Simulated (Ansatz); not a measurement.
Cost and result for the atomization energy of C2H5AlGaN (10 atoms, 9 bonds).

```xyz
10

C    -1.505    0.532    1.337
Al    0.274    0.801    0.592
Ga    1.290   -1.200   -0.564
C     1.682   -1.708   -2.444
N     1.954   -2.121   -3.488
H    -1.449    0.179    2.370
H    -2.053    1.479    1.345
H    -2.094   -0.187    0.764
H     1.480    1.653    1.160
H     0.422    0.572   -1.073
```

The species carries charge 0 and has multiplicity 1. Correlated methods include outer-core shells of Ga, which these sets cover unevenly. Scalar relativity is left out up to krypton. The bonds changed during the relaxation, so this is another structure than the one it started from. The geometry is a stationary point of PBE0-D4/def2-TZVP. It is one conformer, not always the lowest. Program: Ansatz. All runs use 4 threads of an Arm Neoverse V2 on a shared host. Times are those of one run each, without the atoms' runs, and a repeat can differ threefold. Electronic energies, without spin–orbit coupling; frozen cores. CCSD(T)/CBS adds CCSD(T) − MP2 in def2-TZVPP to the MP2 limit, and its time is that of the two runs behind it. T1 = 0.014. With those shells the extrapolation isn't a true limit. HSE06 is the plane-wave form, built on full-range PBE exchange.

CCSD(T)/CBS is a level of theory with its own doubt, some kJ/mol a heavy atom from the limit and from the frozen cores, so smaller differences don't rank the functionals.

| level | functions | wall time |
| --- | --- | --- |
| LDA (SPW92)/def2-TZVPP | 253 | 1.6 s |
| revPBE-D4/def2-TZVPP | 253 | 2.5 s |
| PBE-D4/def2-TZVPP (with forces) | 253 | 3 s |
| PBE0-D4/def2-TZVPP | 253 | 3.7 s |
| BHLYP-D4/def2-TZVPP | 253 | 3.9 s |
| HSE06-D4/def2-TZVPP | 253 | 4.3 s |
| r2SCAN-D4/def2-TZVPP (with forces) | 253 | 6 s |
| B2PLYP/def2-TZVPP | 253 | 7 s |
| PBE-QIDH/def2-TZVPP | 253 | 7.5 s |
| CCSD(T)/def2-SVP | 117 | 8.5 s |
| MP2/def2-QZVPP | 480 | 32 s |
| CCSD(T)/def2-TZVPP | 253 | 3.3 min |
| CCSD(T)/CBS(def2) | – | 3.9 min |

Question: What atomization energy does each give, and how far from CCSD(T)/CBS? (Best estimate.)

Answer: The calculation gave: 
```json
{"level": "LDA (SPW92)/def2-TZVPP", "atomization (kcal/mol)": "930.7", "difference from CCSD(T)/CBS": "111.1", "per bond": "12.3"}
{"level": "revPBE-D4/def2-TZVPP", "atomization (kcal/mol)": "815.7", "difference from CCSD(T)/CBS": "-3.9", "per bond": "-0.4"}
{"level": "PBE-D4/def2-TZVPP (with forces)", "atomization (kcal/mol)": "836.3", "difference from CCSD(T)/CBS": "16.7", "per bond": "1.9"}
{"level": "PBE0-D4/def2-TZVPP", "atomization (kcal/mol)": "817.1", "difference from CCSD(T)/CBS": "-2.5", "per bond": "-0.3"}
{"level": "BHLYP-D4/def2-TZVPP", "atomization (kcal/mol)": "790.5", "difference from CCSD(T)/CBS": "-29.1", "per bond": "-3.2"}
{"level": "HSE06-D4/def2-TZVPP", "atomization (kcal/mol)": "817.8", "difference from CCSD(T)/CBS": "-1.8", "per bond": "-0.2"}
{"level": "r2SCAN-D4/def2-TZVPP (with forces)", "atomization (kcal/mol)": "820.2", "difference from CCSD(T)/CBS": "0.6", "per bond": "0.1"}
{"level": "B2PLYP/def2-TZVPP", "atomization (kcal/mol)": "811.0", "difference from CCSD(T)/CBS": "-8.6", "per bond": "-0.9"}
{"level": "PBE-QIDH/def2-TZVPP", "atomization (kcal/mol)": "811.1", "difference from CCSD(T)/CBS": "-8.5", "per bond": "-0.9"}
{"level": "CCSD(T)/def2-SVP", "atomization (kcal/mol)": "773.7", "difference from CCSD(T)/CBS": "-45.9", "per bond": "-5.1"}
{"level": "MP2/def2-QZVPP", "atomization (kcal/mol)": "824.6", "difference from CCSD(T)/CBS": "5.0", "per bond": "0.6"}
{"level": "CCSD(T)/def2-TZVPP", "atomization (kcal/mol)": "798.7", "difference from CCSD(T)/CBS": "-20.9", "per bond": "-2.3"}
{"level": "CCSD(T)/CBS(def2)", "atomization (kcal/mol)": "819.6", "difference from CCSD(T)/CBS": "0.0", "per bond": "0.0"}
```

Leaving LDA and LC-ωPBE aside and taking each functional with its dispersion term where it has one, the values spread over 45.9 kcal/mol, from BHLYP-D4 to PBE-D4. LDA lies +99.0 kcal/mol from PBE without D4, its usual overbinding. From r2SCAN to r2SCAN0 (25 % exact exchange), in def2-TZVPP and without D4, the atomization energy moves by −17.4 kcal/mol: exact exchange takes away binding that semilocal exchange gives to molecules. At CCSD(T), def2-SVP lies −45.9 kcal/mol from the extrapolated value and def2-TZVPP −20.8 kcal/mol: correlation converges slowly with the basis, and small sets miss more of it in the bonded molecule than in its fragments.
